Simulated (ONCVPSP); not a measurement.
Cs: excitation energies, all-electron against ONCV

- Element: caesium
- Generator: ONCVPSP 4.0.1
- Type: optimised norm-conserving Vanderbilt (ONCV)
- Functional: LDA (Perdew-Wang 92)
- Relativity: scalar-relativistic
- Frozen core: [Kr] 4d10
- Valence charge: 9
- Reference configuration: 5s2 5p6 6s1
- Partial waves: 5s+6s: rc 2.75 bohr, ncon 4, nbas 7, qcut 4.6 1/bohr, 2 projectors; 5p: rc 2.40 bohr, ncon 3, nbas 7, qcut 6.4 1/bohr, 2 projectors, debl 4 Ha; d scattering state at 0.17 Ha: rc 3.05 bohr, ncon 5, nbas 9, qcut 3.2 1/bohr, 1 projector; f scattering state at 0.39 Ha: rc 2.35 bohr, ncon 4, nbas 7, qcut 4.1 1/bohr, 3 projectors, debl 1.4 Ha
- Local potential: polynomial inside 1.90 bohr (lpopt 5, dvloc0 4 Ha)
- Core correction: polynomial model core, fcfact 0.2

In the d channel the program set the typed energies aside and used 0.050 Ha.

Energies are relative to the spin-unpolarised reference configuration 5s2 5p6 6s1; without spin polarisation the order of configurations can differ from experiment.

| valence configuration | charge | ΔE all-electron (eV) | error AE − PS (meV) |
| --- | --- | --- | --- |
| 5s2 5p6 6s0 | +1 | 3.997 | -0.4 |
| 5s2 5p6 6s0 6p1 | 0 | 1.474 | +0.5 |
| 5s2 5p5 6s1 | +1 | 17.990 | -4.8 |

(1) What are ΔE and the potential's error for 5s2 5p6 6s0.5?

Levels in the configuration 5s2 5p6 6s0.5:

```
level  all-electron (eV)  pseudo (eV)
   5s            -29.381      -29.384
   5p            -16.067      -16.067
   6s             -4.007       -4.007
```

Results:

(1) ΔE = 1.553 eV all-electron; the error (AE − PS) is -0.1 meV.
